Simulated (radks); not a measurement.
Results of a calculation; reference values are marked as such.
Charge is removed step by step from the 3s down level of the vanadium ion V+, starting from [Ne] 3s(up 1, down 1) 3p6 3d4. Code: a radial shooting solver on a logarithmic mesh with Libxc functionals. Model: non-relativistic Kohn-Sham, PBE, spin-polarised, spherical densities, point nucleus; open shells are filled with parallel spins first.

| removed (e) | E - E(0) (eV) | eigenvalue (eV) | E minus straight line (eV) |
|---|---|---|---|
| 0 | 0.000 | -69.496 | 0.000 |
| 0.1 | 7.008 | -70.682 | -0.598 |
| 0.2 | 14.138 | -71.920 | -1.074 |
| 0.3 | 21.394 | -73.206 | -1.424 |
| 0.4 | 28.781 | -74.536 | -1.643 |
| 0.5 | 36.303 | -75.906 | -1.727 |
| 0.6 | 43.963 | -77.312 | -1.673 |
| 0.7 | 51.766 | -78.752 | -1.476 |
| 0.8 | 59.715 | -80.224 | -1.133 |
| 0.9 | 67.812 | -81.723 | -0.642 |
| 1 | 76.060 | -83.249 | 0.000 |

Removing the whole electron costs 76.060 eV by Delta-SCF, against 69.496 eV from minus the eigenvalue at the starting occupation. Slater's transition state (half an electron removed) gives 75.906 eV. Integrating minus the eigenvalue over the occupation (Janak's theorem) gives 76.060 eV. The mean slope of the eigenvalue, de/dn, is 13.8 eV per electron.
